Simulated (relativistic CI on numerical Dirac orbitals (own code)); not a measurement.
## Hyperfine structure of Ag⁸⁺, mass number 107

Method of calculation: Dirac-Coulomb-Breit CI, KLI orbitals optimised for each configuration, a model potential for QED, unscaled Slater integrals (own radial code, finite nucleus).

Configuration list (outside the closed core [Ar] 3d10): 4s²4p⁶4d³, 4s²4p⁶4d²4f, 4s²4p⁵4d⁴, 4s²4p⁶4d²5s, 4s²4p⁶4d²5p, 4s4p⁶4d⁴, 4s²4p⁶4d5s5p, 4s²4p⁶4d²5d, 4s²4p⁶4d4f5s, 4s²4p⁶4d²6s, 4s²4p⁶4d4f², 4s²4p⁶4f³, 4s²4p⁶4f²5s, 4s²4p⁶4f²5p, 4s²4p⁶4f²5d, 4s²4p⁶4d5s², 4s²4p⁶4f5s², 4s²4p⁶5s²5p, 4s²4p⁶5s²5d, 4s²4p⁶4d5p², 4s²4p⁶4f5p², 4s²4p⁶5s5p², 4s²4p⁶5p³, 4s²4p⁶5p²5d, 4s²4p⁶4d4f5p, 4s²4p⁶4f5s5p, 4s²4p⁶4f5p5d, 4p⁶4d⁵, 4p⁵4d⁶. Double excitations out of closed p, d and f shells are left out; levels of such configurations are missing from the list, as are those of other unlisted configurations, and high levels can miss mixing partners. These lack a partner that the ground configuration has and come out too high: 4s²4p⁶4d²6s.

Nuclear spin I = 1/2, μ = -0.11352 μN (tables of Stone and Pyykkö). The electronic factors are computed for point nuclear moments, without core polarisation or the Bohr-Weisskopf and QED corrections.

```
          Level  E (eV)  A (MHz)
4s²4p⁶4d³ ⁴F3/2  0.0000     -466
4s²4p⁶4d³ ⁴F5/2  0.3727   -281.7
4s²4p⁶4d³ ⁴F7/2  0.7932   -233.1
4s²4p⁶4d³ ⁴F9/2  1.2181   -229.4
4s²4p⁶4d³ ⁴P3/2  2.3038   -243.6
4s²4p⁶4d³ ⁴P1/2  2.3766    231.8
4s²4p⁶4d³ ⁴P5/2  2.9203   -98.56
4s²4p⁶4d³ ²G7/2  3.0273   -332.7
```

Levels with J = 0, under 50 % of one LS term, or S terms without an open s electron are left out. Small factors come from cancelling terms and can be off by tens of per cent or more.

At this charge configurations can still be misplaced by up to about 7 % of their energy. Terms inside the open d or f shell come out 10 to 20 % too wide with unscaled integrals.

Question: Give the hyperfine levels of 4s²4p⁶4d³ ⁴F3/2 relative to its centre of gravity.

Answer: With K = F(F + 1) − I(I + 1) − J(J + 1), E = AK/2: F = 1: 582.4, F = 2: -349.5 MHz.

LS names give the leading component of a level, which can be under half, so a name can repeat, a term be missing and a line seem to break the LS rules.
